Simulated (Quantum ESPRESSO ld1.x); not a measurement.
These are the eigenvalues of the occupied orbitals of an atom or ion with whole-number occupations (Ry). Method: Dirac Kohn-Sham, LDA (Slater exchange, Perdew-Zunger correlation), spin-unpolarised, spherical densities, point nucleus; computed with ld1.x of Quantum ESPRESSO 7.5.

orbital  eigenvalue
1s1/2      -519.012
2s1/2      -65.8293
2p1/2      -57.6498
2p3/2      -56.7330
3s1/2      -12.1071
3p1/2      -9.66581
3p3/2      -9.53947
3d3/2      -5.56096
3d5/2      -5.54473
4d3/2      -2.03404
4d5/2      -2.03159

Which element is it, and in what charge state? The configuration may be excited. Open shells, if any, are shared by 2j + 1.

Answer. Z = 26, iron, charge +4: Fe4+ in [Ne] 3s2 3p5 3d4 4d1. The list shows which subshells hold electrons but not how many an open one holds; the 1s level, -259.51 hartree, gives Z - s = 22.8 by -(Z - s)^2/2, which with screening and relativity narrows Z to a few neighbours, and the depths of the outer levels then fix element, charge and occupations together.
